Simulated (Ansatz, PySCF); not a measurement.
The pair A = CH3Cl (SMILES CCl) (first 5 atoms), B = CHN (SMILES C#N); geometry from B3LYP-D3(BJ)/def2-TZVP.
(charge 0, multiplicity 1):
```xyz
8

C      0.542    -0.460     1.100
Cl    -1.004     0.406     1.419
H      0.304    -1.393     0.600
H      1.154     0.174     0.466
H      1.029    -0.642     2.053
C      0.016     0.112     4.610
N      1.024    -0.428     4.682
H     -0.922     0.612     4.521
```

Rows in 6-31G* carry no dispersion term and start afresh at each structure (6-31G* with six Cartesian d functions).

Run with Ansatz (a program for electronic structure); PySCF for 6-31G* rows. Values without a source in brackets are computed.

Total energies (hartree), monomers frozen at their geometry in the pair:

```tsv
structure	HF/6-31G*	HF/aug-cc-pV(D+d)Z	PBE/def2-TZVPPD
AB	-591.9703192	-592.0144043	-593.2434548
A in the pair's basis	-499.0930920	-499.1242522	-499.8923118
B in the pair's basis	-92.8752096	-92.8881581	-93.3475913
A	-499.0929214	-499.1240149	-499.8922666
B	-92.8746107	-92.8880132	-93.3475320
```

**Question.** Work out the interaction energy without and with the counterpoise correction, and the superposition error, for each level.

**Answer.** 
E(AB) − E(A) − E(B), times 627.509 kcal/mol, with the monomers in their own basis and then in the pair's basis:
- HF/6-31G*: -1.75 uncorrected, -1.27 corrected; the monomers gain 0.48 kcal/mol from borrowed functions
- HF/aug-cc-pV(D+d)Z: -1.49 uncorrected, -1.25 corrected; the monomers gain 0.24 kcal/mol from borrowed functions
- PBE/def2-TZVPPD: -2.29 uncorrected, -2.23 corrected; the monomers gain 0.07 kcal/mol from borrowed functions
